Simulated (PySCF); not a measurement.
## Working out the excitation energy of Mg

Mg [Ne] 3s2 (1S) → Mg [Ne] 3p2 (3P). Computed with PySCF 2.14 in aug-cc-pVDZ (5s4p2d, 27 functions), with no relativity, point nucleus. Frozen: [Ne]. Energies in hartree (1 hartree = 27.21139 eV):

```csv
part,Mg (lower),Mg (upper)
UHF,-199.608339,-199.377301
MP2 opposite-spin,-0.021691,0.000000
MP2 same-spin,0.000000,-0.004497
```

**Question.** What does Hartree-Fock give?

**Answer.** (-199.377301) − (-199.608339) = 0.231038 hartree = 6.287 eV.

**Question.** What do MP2 and SCS-MP2 (6/5 opposite-spin, 1/3 same-spin) give?

**Answer.** The opposite-spin parts differ by 0.590 eV and the same-spin parts by -0.122 eV. MP2: 6.287 + (0.590) + (-0.122) = 6.755 eV. SCS-MP2: 6.287 + 1.2 × (0.590) + (-0.122)/3 = 6.954 eV.

Measured between the centres of the two terms (NIST): 7.173 eV, so MP2 (valence) is off by -0.418 eV.

A double-zeta basis recovers only part of the correlation energy.

What remains against the reference includes basis incompleteness, the frozen core and correlation beyond second order.
